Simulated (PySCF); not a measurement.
# C₆ coefficients of unlike pairs at UHF

Calculated with PySCF 2.14 from the dipole response of each species, C₆(A,B) = (3/π) ∫ α_A(iu) α_B(iu) du, in atomic units, from isotropic polarisabilities. For ions this is the dispersion term alone; charge-induced terms of lower order in 1/R come first.

```tsv
species	configuration	basis	relativity	α (bohr³)	C₆ (like pair)
Ni²⁺	[Ar] 3d8 (3F)	x2c-QZVPPall with one added diffuse shell each of s, p, d, f, g type (12s8p7d5f3g)	spin-free X2C	2.703	7.395
Zr⁺	[Kr] 4d2 5s1 (4F)	def2-QZVPPD with the def2 core potential (28 electrons) (7s5p4d3f2g)	core potential	77.20	701.7
F	[He] 2s2 2p5 (2P)	aug-cc-pVTZ (5s4p3d2f)	none	3.109	8.182
Al²⁺	[Ne] 3s1 (2S)	dyall-av3z (19s12p3d2f)	spin-free X2C	15.23	42.70
```

Task: Estimate C₆ for Al²⁺ with Ni²⁺.

Result: The integral gives 12.79. The combination rule 2 C_A C_B / (C_A α_B/α_A + C_B α_A/α_B) gives 12.82 and the geometric mean 17.77.

No spin-orbit coupling is included.

The other pairs:

```csv
pair,C₆
"Al²⁺, Zr⁺",170.2
"F, Zr⁺",56.07
"Al²⁺, F",14.42
"Zr⁺, Ni²⁺",50.02
"F, Ni²⁺",7.687
```
